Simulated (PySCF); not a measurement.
Vertical excitations of a molecule CH8N2Si from TDDFT-PBE/def2-SVPD run with PySCF 2.14.0, as energy in eV (oscillator strength): 5.33 (0.051), 6.02 (0.014), 6.23 (0.002), 6.32 (0.062), 6.69 (0.000), 6.99 (0.001), 7.22 (0.014), 7.27 (0.003), 7.42 (0.001), 7.46 (0.001). Lowest triplet (TDA): 5.08 eV. Geometry: B3LYP-D3(BJ)/def2-SVP. The values are those of a single conformer.

Problem. Identify the compound among the candidates.
A. CN[SiH2]N
B. NC[SiH2]N
C. C[SiH](N)N

Solution. C, C[SiH](N)N
